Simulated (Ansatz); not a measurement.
Relaxation of C$_{3}$H$_{8}$FNSi (14 atoms, charge 0, multiplicity 1), to a largest force component of 0.02 eV/Å in at most 40 steps.

Level of theory: Ansatz, RKS PBE0/STO-3G.

```xyz
14
Properties=species:S:1:pos:R:3
C 0.119 -2.199 0.461
N 1.216 -1.393 -0.010
C 1.000 -0.223 -0.548
C -0.198 0.522 -0.742
F -0.343 0.953 -2.048
Si -0.451 1.997 0.386
H 0.448 -3.080 0.915
H -0.544 -2.413 -0.391
H -0.497 -1.593 1.250
H 1.939 0.318 -0.843
H -1.132 -0.159 -0.579
H 0.706 2.935 0.244
H -1.765 2.744 0.105
H -0.513 1.563 1.829
```

Q: Where does it end, and by what steps?

A: The run converged. Limits of this set-up: minimal basis. After 12 steps the energy has fallen by 1.005 eV; H14 moved furthest, 0.47 Å.

| step | energy less start (eV) | largest force component (eV/Å) | accepted |
| --- | --- | --- | --- |
| 0 | 0.0000 | 6.086 | yes |
| 1 | -0.8878 | 1.371 | yes |
| 2 | -0.9424 | 0.619 | yes |
| 3 | -0.8613 | 1.011 | no |
| 4 | -0.9802 | 0.237 | yes |
| 5 | -0.9849 | 0.105 | yes |
| 6 | -0.9927 | 0.180 | yes |
| 7 | -0.9968 | 0.215 | yes |
| 8 | -1.0008 | 0.170 | yes |
| 9 | -1.0035 | 0.107 | yes |
| 10 | -1.0044 | 0.100 | yes |
| 11 | -1.0046 | 0.093 | yes |
| 12 | -1.0053 | 0.018 | yes |

```xyz
14
Properties=species:S:1:pos:R:3
C 0.072 -1.966 0.620
N 1.304 -1.350 -0.013
C 1.078 -0.249 -0.681
C -0.231 0.537 -0.933
F -0.172 1.159 -2.198
Si -0.510 1.815 0.471
H 0.360 -2.940 1.041
H -0.739 -2.124 -0.110
H -0.312 -1.334 1.437
H 1.965 0.216 -1.150
H -1.081 -0.183 -0.919
H 0.599 2.737 0.512
H -1.735 2.535 0.221
H -0.610 1.117 1.730
```

Whether the end is a true minimum wasn't checked by a vibrational analysis.

The run took 32 s on 1 thread of Intel(R) Xeon(R) Platinum 8375C CPU @ 2.90GHz (Ice Lake), with other jobs on the host, peak memory 0.16 GiB.
